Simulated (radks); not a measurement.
Results of a calculation; reference values are marked as such.
These are the eigenvalues of the occupied orbitals of an atom or ion with whole-number occupations (eV). Code: a radial shooting solver on a logarithmic mesh with Libxc functionals. Model: Dirac Kohn-Sham, BLYP, spin-unpolarised, spherical densities, finite nucleus; Fermi nuclear charge, rms radius of each element as measured or else 0.836 A^(1/3) + 0.57 fm.

| orbital | eigenvalue |
|---|---|
| 1s1/2 | -25381.05 |
| 2s1/2 | -3788.207 |
| 2p1/2 | -3525.276 |
| 2p3/2 | -3349.817 |
| 3s1/2 | -743.6565 |
| 3p1/2 | -639.0157 |
| 3p3/2 | -608.0327 |
| 3d3/2 | -422.6207 |
| 3d5/2 | -416.3769 |
| 4s1/2 | -152.5585 |
| 4p1/2 | -118.9834 |
| 4p3/2 | -113.5695 |
| 4d3/2 | -61.2708 |
| 4d5/2 | -60.5296 |

Which element is it, and in what charge state? The configuration may be excited.

Answer. Z = 47, silver, charge +4: Ag4+ in [Ar] 3d10 4s2 4p(1/2: 1, 3/2: 4) 4d(3/2: 4, 5/2: 4). The list shows which subshells hold electrons but not how many an open one holds; the 1s level, -932.74 hartree, gives Z - s = 43.2 by -(Z - s)^2/2, which with screening and relativity narrows Z to a few neighbours, and the depths of the outer levels then fix element, charge and occupations together.
